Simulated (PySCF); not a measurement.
An equivalent PySCF input for Mn⁺ (manganese, charge +1), [Ar] 3d5 4s1, high-spin 7S determinant, with the non-relativistic Hamiltonian (point nucleus):

```python
from pyscf import gto, scf, dft, mp, cc
import basis_set_exchange as bse
mol = gto.M(atom="Mn 0 0 0", charge=1, spin=6, symmetry="D2h",
            basis=gto.basis.parse(bse.get_basis("cc-pVDZ", elements=["Mn"], fmt="nwchem", header=False)))
mf = dft.UKS(mol, xc="B88,P86")
mf.irrep_nelec = {'Ag': (6, 3), 'B1g': (1, 0), 'B2g': (1, 0), 'B3g': (1, 0), 'B1u': (2, 2), 'B2u': (2, 2), 'B3u': (2, 2)}
mf.kernel()
```

It reaches the same state as the run whose output follows, with an energy that differs only through the grid. The run itself started from symmetry-adapted Hartree-Fock orbitals and held the occupation by maximum overlap, on a logarithmic radial grid, so the iterations belong to that start.

```
SCF conv_tol = 1e-09
number electrons alpha = 15  beta = 9
XC functionals = B88,P86
    A. D. Becke.,  Phys. Rev. A 38, 3098 (1988)
    J. P. Perdew.,  Phys. Rev. B 33, 8822 (1986)
cycle= 1 E= -1150.86764434288  delta_E= -0.00476  |g|= 0.0854  |ddm|= 0.438
cycle= 2 E= -1150.86620495818  delta_E= 0.00144  |g|= 0.107  |ddm|= 0.667
cycle= 3 E= -1150.87003028242  delta_E= -0.00383  |g|= 0.000413  |ddm|= 0.373
cycle= 4 E= -1150.87003032821  delta_E= -4.58e-08  |g|= 5.88e-05  |ddm|= 0.00216
cycle= 5 E= -1150.87003032946  delta_E= -1.25e-09  |g|= 1.51e-06  |ddm|= 0.000204
cycle= 6 E= -1150.87003032946  delta_E=    0  |g|= 1.94e-08  |ddm|= 4.47e-06
converged SCF energy = -1150.87003032946  <S^2> = 12.000135  2S+1 = 7.0000385
```
